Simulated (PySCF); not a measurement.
Species: C₃H₇OPSi.
Numbering: `[PH2:1][SiH2:2][C:3]1=[CH:4][O:5][CH2:6]1` (hydrogens: H7, H8 on P1; H9, H10 on Si2; H11 on C4; H12, H13 on C6)

Geometry (PBE0-D3(BJ)/def2-SVP, Å), atoms numbered from 1 in this order:
```xyz
13
C3H7OPSi angstrom
P      2.5344    0.6274   -0.5703
Si     0.9791   -0.8551    0.1487
C     -0.6536   -0.0535   -0.1415
C     -1.1058    1.0037   -0.8542
O     -2.4281    0.9542   -0.5478
C     -2.1049   -0.2059    0.2662
H      2.5333    1.3738    0.6478
H      3.6452   -0.1857   -0.1872
H      1.1564   -2.1099   -0.6501
H      1.1275   -1.2253    1.5919
H     -0.7091    1.7734   -1.5231
H     -2.3507   -0.0183    1.3228
H     -2.6368   -1.0958   -0.1042
```

The closed-shell ground state was solved at several levels (PySCF, density fitting, gas phase, non-relativistic).

| level | basis functions | HOMO (eV) | LUMO (eV) | gap (eV) | dipole (D) |
| --- | --- | --- | --- | --- | --- |
| PBE0/6-31G | 76 | -6.72 | -0.05 | 6.67 | 1.98 |
| BP86/pcSseg-1 | 151 | -5.77 | -1.26 | 4.51 | 1.25 |
| BLYP/pcSseg-1 | 151 | -5.48 | -1.01 | 4.47 | 1.14 |
| B3LYP/def2-SVPD | 187 | -6.68 | -0.55 | 6.13 | 1.04 |
| mPW1PW91/pcSseg-1 | 151 | -6.89 | -0.29 | 6.60 | 1.32 |
| LC-wPBE/def2-SVPD | 187 | -9.53 | 1.85 | 11.38 | 1.20 |
| PBE0/cc-pVTZ | 286 | -6.81 | -0.24 | 6.57 | 0.98 |
| PBE0/def2-TZVP | 240 | -6.85 | -0.29 | 6.56 | 0.99 |
| PBE0/def2-TZVPD | 300 | -6.88 | -0.38 | 6.50 | 1.00 |
| B97-2/pcSseg-1 | 151 | -6.61 | -0.31 | 6.30 | 1.29 |
| PBE0/cc-pVDZ | 127 | -6.66 | -0.05 | 6.61 | 1.05 |

Estimate the row for KT2/pcSseg-1, a basis of 151 functions; the other rows only guide the guess.

HOMO -5.69 eV, LUMO -1.15 eV, gap 4.54 eV, dipole 1.21 D.

Over all these levels, which gives the widest orbital gap and which the narrowest?

LC-wPBE/def2-SVPD (range-separated hybrid) has the widest, 11.38 eV, and BLYP/pcSseg-1 (GGA) the narrowest, 4.47 eV. Functional and basis both differ between the two, so the spread mixes both effects.

How much does the basis alone move the frontier levels among the 5 PBE0 rows?

The HOMO by 0.22 eV and the LUMO by 0.33 eV. By rising basis size (HOMO, LUMO in eV): 6-31G -6.72, -0.05; cc-pVDZ -6.66, -0.05; def2-TZVP -6.85, -0.29; cc-pVTZ -6.81, -0.24; def2-TZVPD -6.88, -0.38.

In the pcSseg-1 basis, how does the gap go with the fixed share of exact exchange?

BLYP (0 %) 4.47 eV; BP86 (0 %) 4.51 eV; KT2 (0 %) 4.54 eV; B97-2 (21 %) 6.30 eV; mPW1PW91 (25 %) 6.60 eV. Each rise in the share widens the gap here.

How far do the dipole and the HOMO energy spread over the levels?

The dipole runs from 0.98 to 1.98 D (mean 1.21 D) and the HOMO from -9.53 to -5.48 eV.

One conformer stands for the species.
